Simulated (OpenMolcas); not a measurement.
## Ar2+: from CASSCF to CASPT2

```
Program             : OpenMolcas
Basis               : ANO-RCC-VQZP [6s5p3d2f1g]
Scalar Hamiltonian  : DKH2, point nucleus
Active space        : 4 electrons in 3 orbitals (3p)
State averaging     : 2S+1 = 3 even, 3 roots; 2S+1 = 1 even, 6 roots
Spin-orbit coupling : RASSI with atomic mean-field integrals over the reference wave functions, term energies averaged over their components
```

Methods on the same reference wave functions:
A. CASSCF
B. SS-CASPT2, IPEA 0.25 Eh, imaginary shift 0.1 Eh (closed shells correlated: 2s 2p 3s)

Energies in eV above 3s2 3p4 3P2, the measured ground level; measured values from Saloman, J. Phys. Chem. Ref. Data 39, 033101 (2010).

```
      Level       A       B  Measured
3s2 3p4 3P2  0.0000  0.0000    0.0000
3s2 3p4 3P1  0.1288  0.1296    0.1379
3s2 3p4 3P0  0.1850  0.1844    0.1947
3s2 3p4 1D2  2.1060   1.755    1.7370
3s2 3p4 1S0  5.1481   4.286    4.1244
```

Deviations, from unrounded energies. A percentage is the sum of absolute deviations over the sum of measured energies, with the sign that they share, or ± where signs differ.

```tsv
Against measurement	Levels	A	B
mean absolute deviation (cm-1)	4	2800	400
fine structure of the ground term (%)	2	-5.6	-5.6
other terms of the ground configuration (%)	2	+23.8	+3.1
```

B lies closest to measurement on these levels. The largest miss of B in the table is 3s2 3p4 1S0, by +1300 cm-1. The ranking rests on the paired levels alone, and a cruder setting can come out closer through cancelling errors.

From A to B the spin-free energies of the other terms of 3s2 3p4 shown, above 3P, scale by a factor of 0.83.

The lowest spin-free term lies below A's lowest term by 0.227 hartree in B.

CASPT2 does not keep the components of a term degenerate, so their means are used; among the terms shown or strongly mixed into the levels shown the widest spread is 180 cm-1 (3s2 3p4 1D, B). With the s shell closed, the reference lacks s² → p² mixing. Computed and measured levels are paired by configuration, term and J; levels that our copy of the source lacks, or whose pairing is in doubt (as where it misses far off the trend of its configuration), stay unpaired and out of the deviations. Levels of configurations outside the active space are missing.
